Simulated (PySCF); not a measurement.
`CCN(C)P[SiH3]`, C3H12NPSi

Geometry:
```csv
atom,x (Å),y (Å),z (Å)
C1,-2.238,0.843,-0.053
C2,-1.323,-0.241,-0.597
N3,-0.336,-0.677,0.380
C4,0.459,-1.779,-0.121
P5,0.442,0.541,1.310
Si6,2.205,1.261,0.090
H7,-1.684,1.768,0.104
H8,-3.046,1.033,-0.755
H9,-2.657,0.525,0.899
H10,-1.920,-1.124,-0.855
H11,-0.836,0.110,-1.522
H12,-0.210,-2.603,-0.378
H13,1.142,-2.117,0.658
H14,1.044,-1.518,-1.012
H15,1.169,-0.380,2.070
H16,3.435,1.200,0.878
H17,1.907,2.646,-0.282
H18,2.439,0.519,-1.155
```

Method used: PySCF, GIAO B3LYP/pcSseg-1 magnetisability, rotational g tensor and spin-rotation constants, non-relativistic, gas phase. Geometry: GFN2-xTB.

**Question.** Give the nuclear spin-rotation constants along the inertial axes (H = +C I·J) beside the isotropic shieldings.

**Answer.** Rotational constants 3.0136, 1.4684, 1.2616 GHz. A star marks the isotopologue with that one atom substituted, in its own axes.
```
atom  isotope  Caa (kHz)  Cbb (kHz)  Ccc (kHz)  mean (kHz)  σ (ppm)
  N3      14N      0.143      0.019      0.060       0.074    244.6
  P5      31P      3.949      2.344      1.905       2.733    364.5
  H7       1H     -0.082     -0.065     -0.147      -0.098     30.1
  H8       1H     -0.114     -0.141     -0.083      -0.113     30.6
  H9       1H     -0.279     -0.163      0.009      -0.144     30.6
 H10       1H     -0.025     -0.070     -0.147      -0.081     29.2
 H11       1H     -0.246     -0.161      0.017      -0.130     29.5
 H12       1H      0.022     -0.098     -0.142      -0.073     29.0
 H13       1H     -0.182     -0.119     -0.049      -0.117     29.4
 H14       1H     -0.230     -0.151      0.014      -0.122     28.9
 H15       1H     -0.301     -0.014     -0.046      -0.120     27.3
 H16       1H      0.007     -0.140     -0.084      -0.072     28.5
 H17       1H     -0.283      0.018     -0.094      -0.120     28.5
 H18       1H     -0.261     -0.056     -0.014      -0.110     27.3
  C1     13C*      0.482      0.220      0.180       0.294    162.3
  C2     13C*      0.593      0.313      0.245       0.384    128.9
  C4     13C*      0.678      0.213      0.294       0.395    128.5
 Si6    29Si*     -1.544     -0.712     -0.650      -0.968    454.7
```
For the geometry as given, no vibrational averaging.

**Question.** How do the rotational constants and the g tensor change when H7, H8, H9, H10, H11, H12, H13, H14, H15, H16, H17, H18 are replaced by deuterium?

**Answer.** Constants 2.3937, 1.2412, 1.0532 GHz; g -0.0173, -0.0116, -0.0094, against -0.0214, -0.0138, -0.0113 before.
